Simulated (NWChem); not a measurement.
**Ionisation of AlCl**

```xyz
2

Al     0.0000     0.0000    -1.2166
Cl     0.0000     0.0000     0.9303
```
Charge 0, spin multiplicity 1.

Program: NWChem. Structure: optimised with PBE0/def2-SVP, a minimum by its harmonic frequencies.

Basis set: def2-TZVP. −ε marks an orbital energy of the parent.

The structure started from a generated list of species.

**Question.** For the first vertical ionisation energy, evGW0@PBE gives 9.09 eV and −ε(HOMO) of BP86 gives 6.17 eV. What do −ε(HOMO) of M06-2X, G0W0@PBE0, G0W0@PBE give?

**Answer.** −ε(HOMO) of M06-2X: 7.92 eV; G0W0@PBE0: 9.16 eV; G0W0@PBE: 8.99 eV.
